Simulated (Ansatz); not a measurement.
One geometry of Al2Sb2, several levels of theory.

```yaml
crystal:
  periodic: [false, false, false]
  atoms:
    - {symbol: Al, position_ang: [-0.353930, 1.397317, -1.689279]}
    - {symbol: Al, position_ang: [1.404384, -0.268912, -0.606875]}
    - {symbol: Sb, position_ang: [0.428512, -1.379723, 1.615832]}
    - {symbol: Sb, position_ang: [-1.478956, 0.251318, 0.680322]}
basis:
  gaussian: {orbitals: def2-TZVP, initial_orbitals: start.molden}
magnetization: {spin_polarized: true, initial_magnetization: 2}
hamiltonian: {xc: pbe, dispersion: d4}
scf: {omitted_lower_state_checks: [starts]}
output: {orbitals: {seedname: orbitals}}
```

The file start.molden holds the orbitals of an earlier run on this structure, at another level or in another basis.

```sh
$ ansatz run in.yaml --threads 4 --pin off --events-out ev --progress --plain --max-ram 4787MiB
```

Shortened log:

```
Functional definition: PBE
1284 factors; their error is unknown
mean field evaluation 1: about -26262.8749 eV, gradient 7.2e0 eV
mean field evaluation 2: about -26262.9812 eV, gradient 1.8e-1 eV
mean field evaluation 4: about -26262.9691 eV, gradient 1.9e-2 eV
mean field evaluation 8: about -26262.9691 eV, gradient 2.4e-5 eV
mean field -26262.96905667 eV, -965.1463111527 hartree, gradient 2.4e-5 eV, S^2 2.010754; 0 other end points of the search recorded, 0 dependent functions left out
reference -26262.96909074 eV, -965.1463124049 hartree; 37, 35 occupied and 137, 139 virtual orbitals, 1284 factors
Total energy: -26263.21744221 eV, -965.1554391530 hartree
Checks for a lower state left out: starts
```

Hardware: 4 threads of Arm Neoverse V2 on a shared host. Wall time 3.7 s.

First input, but with `gaussian: {orbitals: def2-TZVP}`, `hamiltonian: {xc: pbe0, dispersion: d4}` (abridged; 7 s):

```
Functional definition: PBE0
mean field evaluation 16: about -26264.4137 eV, gradient 4.3e-3 eV
mean field -26264.41367581 eV, -965.1993999271 hartree, gradient 1.9e-5 eV, S^2 2.025566
Total energy: -26264.62754708 eV, -965.2072595511 hartree
Checks for a lower state left out: starts
```

The first input with `hamiltonian: {xc: r2scan, dispersion: d4}` (abridged; 11 s):

```
Functional definition: r2SCAN
mean field -26273.85126385 eV, -965.5462248906 hartree, gradient 1.6e-5 eV, S^2 2.027679
Total energy: -26273.89495652 eV, -965.5478305665 hartree
Checks for a lower state left out: starts
```

Geometry: PBE-D4/def2-SVP, that of the charge +1 doublet.

In the def2 sets Sb takes a core potential; there is no spin–orbit coupling. The structure comes from a short search, and lower isomers may exist.
